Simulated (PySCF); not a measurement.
# How methods differ on the excitation energy of Pd

Pd [Kr] 4d10 (1S) → Pd [Kr] 4d9 5p1 (high-spin determinant), as a difference of total energies. Calculation: PySCF 2.14, in aug-cc-pwCVDZ-PP with ECP28MDF (6s6p5d3f, 70 functions); scalar relativity through the core potential. Correlated levels: valence: 4s2 4p6 frozen. The calculations carry no spin-orbit coupling.

```tsv
method	excitation energy (eV)
UHF	2.856
MP2 (valence)	4.770
SCS-MP2 (valence)	4.632
CCSD (valence)	4.199
CCSD(T) (valence)	4.339
```

How much does correlation contribute at CCSD(T) (valence)?

4.339 − (2.856) = 1.483 eV, measured against UHF.

The determinant of the upper state mixes LS terms, which raises its energy above the lowest term, most at the Hartree-Fock and MP2 levels.
